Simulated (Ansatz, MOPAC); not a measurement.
Molecule: Si₂N₂H₇, net charge -1, singlet state. SMILES: [NH-][SiH2]N[SiH3]

Atoms: N1, Si2, N3, Si4, H5, H6, H7, H8, H9, H10, H11. Bonds: N1-Si2, N1-H5, Si2-N3, Si2-H6, Si2-H7, N3-Si4, N3-H8, Si4-H9, Si4-H10, Si4-H11.

Bond lengths (Å) and angles (degrees) optimised at AM1 with MOPAC; PM6 with MOPAC; HF/STO-3G with Ansatz (a program for electronic structure); HF/3-21G with Ansatz; B3LYP/LANL2DZ with Ansatz; MP2/6-31G* with Ansatz, each started from the B3LYP-D3(BJ)/def2-TZVP structure (Ansatz) of the last column. A row stands for all coordinates that are equal there; 13 of 25 kinds are shown. 6-31G* holds six Cartesian d functions. No wavenumbers were computed at HF/STO-3G, B3LYP/LANL2DZ, MP2/6-31G*, so these may be saddle points.

```tsv
coordinate	AM1	PM6	HF/STO-3G	HF/3-21G	B3LYP/LANL2DZ	MP2/6-31G*	B3LYP-D3(BJ)/def2-TZVP
N1-Si2	1.610	1.512	1.725	1.675	1.691	1.657	1.646
N1-H5	0.971	0.974	1.059	1.014	1.029	1.021	1.014
Si2-N3	1.790	1.779	1.775	1.792	1.836	1.803	1.785
Si2-H6	1.492	1.461	1.452	1.541	1.506	1.535	1.529
Si2-H7	1.504	1.455	1.449	1.543	1.542	1.532	1.523
N3-Si4	1.687	1.702	1.715	1.725	1.733	1.710	1.695
N3-H8	0.988	1.024	1.019	1.005	1.018	1.018	1.011
Si4-H9	1.469	1.470	1.425	1.500	1.500	1.495	1.491
N1-Si2-N3	113.8	120.9	108.1	110.3	119.0	108.2	108.9
Si2-N3-Si4	135.6	121.9	126.9	127.9	127.1	125.1	127.7
Si2-N1-H5	128.3	175.1	100.6	121.1	119.8	115.8	116.3
N1-Si2-H6	112.0	111.7	121.2	122.5	108.1	123.1	121.8
N1-Si2-H7	122.4	109.6	121.3	118.7	123.9	119.3	118.6
```

Mean signed difference of all 10 bond lengths from B3LYP-D3(BJ)/def2-TZVP: AM1 -0.023 Å, PM6 -0.037 Å, HF/STO-3G -0.021 Å, HF/3-21G 0.011 Å, B3LYP/LANL2DZ 0.017 Å, MP2/6-31G* 0.009 Å.
